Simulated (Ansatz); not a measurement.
Species: C2H10O2Si2, charge 0, multiplicity 1. 
Geometry from a B3LYP-D3(BJ)/def2-TZVP (Ansatz, a quantum-chemistry and plane-wave program) optimisation:
```xyz
16

Si    -3.2425     0.1209     0.6596
O     -1.6979    -0.4115     0.4507
C     -0.6273     0.4240     0.0388
C      0.6273    -0.4240    -0.0388
O      1.6979     0.4115    -0.4507
Si     3.2425    -0.1209    -0.6596
H     -3.2970     1.1862     1.6923
H     -3.7836     0.6764    -0.6065
H     -4.0313    -1.0510     1.0865
H     -0.4715     1.2404     0.7522
H     -0.8305     0.8644    -0.9434
H      0.8305    -0.8644     0.9434
H      0.4715    -1.2404    -0.7522
H      3.7836    -0.6764     0.6065
H      4.0313     1.0510    -1.0865
H      3.2970    -1.1862    -1.6923
```
Charge 0, spin multiplicity 1.

Wanted: vertical triplet-singlet gap (E(triplet) - E(singlet); each state is the SCF solution reached for its spin), in eV. Valence correlation only, unless marked. UHF or UKS for open shells. No spin-orbit coupling. Non-relativistic. 

```json
[
 {"level": "HF/aug-cc-pV(D+d)Z", "program": "Ansatz", "vertical triplet-singlet gap (eV)": "6.84"},
 {"level": "HF/aug-cc-pV(T+d)Z", "program": "Ansatz", "vertical triplet-singlet gap (eV)": "6.85"},
 {"level": "SVWN5/def2-TZVPD", "program": "Ansatz", "vertical triplet-singlet gap (eV)": "5.73"},
 {"level": "PBE/def2-TZVPD", "program": "Ansatz", "vertical triplet-singlet gap (eV)": "5.85"},
 {"level": "r2SCAN/def2-TZVPD", "program": "Ansatz", "vertical triplet-singlet gap (eV)": "6.29"},
 {"level": "B3LYP/def2-TZVPD", "program": "Ansatz", "vertical triplet-singlet gap (eV)": "6.56"},
 {"level": "PBE0/def2-TZVPD", "program": "Ansatz", "vertical triplet-singlet gap (eV)": "6.52"},
 {"level": "BHLYP/def2-TZVPD", "program": "Ansatz", "vertical triplet-singlet gap (eV)": "7.02"},
 {"level": "CAM-B3LYP/def2-TZVPD", "program": "Ansatz", "vertical triplet-singlet gap (eV)": "6.90"},
 {"level": "wB97M-V/def2-TZVPD", "program": "Ansatz", "vertical triplet-singlet gap (eV)": "6.99"},
 {"level": "wB97X-V/def2-TZVPD", "program": "Ansatz", "vertical triplet-singlet gap (eV)": "7.15"},
 {"level": "B2PLYP/def2-TZVPD", "program": "Ansatz", "vertical triplet-singlet gap (eV)": "6.94"},
 {"level": "MP2/aug-cc-pV(D+d)Z", "program": "Ansatz", "vertical triplet-singlet gap (eV)": "7.64"},
 {"level": "RI-MP2/aug-cc-pV(T+d)Z", "program": "Ansatz", "vertical triplet-singlet gap (eV)": "7.77"},
 {"level": "SCS-MP2/aug-cc-pV(D+d)Z", "program": "Ansatz", "vertical triplet-singlet gap (eV)": "7.71"},
 {"level": "CCSD/aug-cc-pV(D+d)Z", "program": "Ansatz", "vertical triplet-singlet gap (eV)": "7.08"},
 {"level": "CCSD(T)/aug-cc-pV(D+d)Z", "program": "Ansatz", "vertical triplet-singlet gap (eV)": "6.97"}
]
```
